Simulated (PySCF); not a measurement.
A PySCF script (with the pyscf-properties extension) for the NMR shieldings of SMILES BNC(C)(C)C, C4H12BN, on a GFN2-xTB geometry:

```python
import basis_set_exchange as bse
import numpy as np
from pyscf import gto, dft
from pyscf.prop import nmr

atoms = """
B     2.109474   -0.070612    0.994196
N     1.242578   -0.040099   -0.075892
C    -0.212586    0.003877   -0.159014
C    -0.633998    1.403431   -0.631097
C    -0.860739   -0.297271    1.190178
C    -0.666205   -1.043075   -1.185885
H     3.260144   -0.077974    0.759757
H     1.723718   -0.089163    2.098090
H     1.636474   -0.007718   -1.006354
H    -1.715050    1.465351   -0.727091
H    -0.189327    1.631726   -1.597981
H    -0.301837    2.151536    0.085061
H    -0.601306    0.465497    1.917696
H    -1.942175   -0.320715    1.081643
H    -0.524729   -1.260645    1.563175
H    -0.239946   -0.831301   -2.165325
H    -0.343840   -2.034446   -0.874725
H    -1.749411   -1.042081   -1.278089
"""
names = dict.fromkeys(["B", "N", "C", "H"], "pcSseg-1")
basis = {el: gto.basis.parse(bse.get_basis(n, elements=[el], fmt="nwchem")) for el, n in names.items()}
mol = gto.M(atom=atoms, basis=basis, charge=0, verbose=0)
mf = dft.RKS(mol, xc="PBE0")
mf.grids.level = 2
mf.grids.alignment = dft.numint.BLKSIZE   # the property module wants whole blocks of grid points
mf.conv_tol = 1e-9
mf.kernel()

calc = nmr.RKS(mf)   # GIAO
C = mf.mo_coeff
Co = C[:, mf.mo_occ > 0]
resp = mf.gen_response(singlet=True, hermi=2)
def vind(x):   # induced exchange potential for any number of trial vectors
    d = np.einsum("pi,xij,qj->xpq", C, 2 * x.reshape(-1, C.shape[1], Co.shape[1]), Co, optimize=True)
    return np.einsum("xpq,pi,qj->xij", resp(d - d.transpose(0, 2, 1)), C, Co, optimize=True).ravel()
mo1, _ = nmr.rhf.solve_mo1(calc, with_cphf=vind)
sigma = calc.kernel(mo1)
for i, s in enumerate(sigma):   # ppm
    w = np.linalg.eigvalsh((s + s.T) / 2)
    print("%2d %-2s iso %8.1f  s11 %8.1f  s22 %8.1f  s33 %8.1f" % (i, mol.atom_pure_symbol(i), w.mean(), *w))
```

**Question.** What are the results?

**Answer.** 
```
 0 B  iso     68.2  s11     32.4  s22     44.0  s33    128.1
 1 N  iso     83.5  s11    -39.7  s22    115.0  s33    175.3
 2 C  iso    133.5  s11    118.7  s22    128.0  s33    153.9
 3 C  iso    150.2  s11    130.3  s22    136.0  s33    184.2
 4 C  iso    157.6  s11    142.4  s22    150.5  s33    180.0
 5 C  iso    151.3  s11    130.9  s22    137.7  s33    185.3
 6 H  iso     27.2  s11     25.4  s22     26.8  s33     29.3
 7 H  iso     27.1  s11     23.8  s22     26.7  s33     30.8
 8 H  iso     26.6  s11     21.6  s22     27.8  s33     30.4
 9 H  iso     30.5  s11     26.9  s22     28.0  s33     36.5
10 H  iso     30.5  s11     27.2  s22     28.3  s33     35.8
11 H  iso     30.5  s11     27.0  s22     28.4  s33     36.0
12 H  iso     30.1  s11     26.8  s22     27.5  s33     35.9
13 H  iso     30.6  s11     27.1  s22     28.8  s33     35.9
14 H  iso     30.5  s11     27.3  s22     27.6  s33     36.5
15 H  iso     30.5  s11     27.4  s22     28.4  s33     35.9
16 H  iso     30.4  s11     27.0  s22     28.1  s33     36.0
17 H  iso     30.5  s11     26.8  s22     28.2  s33     36.4
```

These numbers come from an equivalent density-fitted implementation of the same equations, which agrees with the script to about 0.01 ppm for H and up to a few tenths of a ppm for heavy atoms, so last digits may differ.

Size and cost of the density-fitted run: 162 basis functions, 22 s wall time on 1 thread of an Arm Neoverse V1, shared host; peak memory 0.75 GiB.
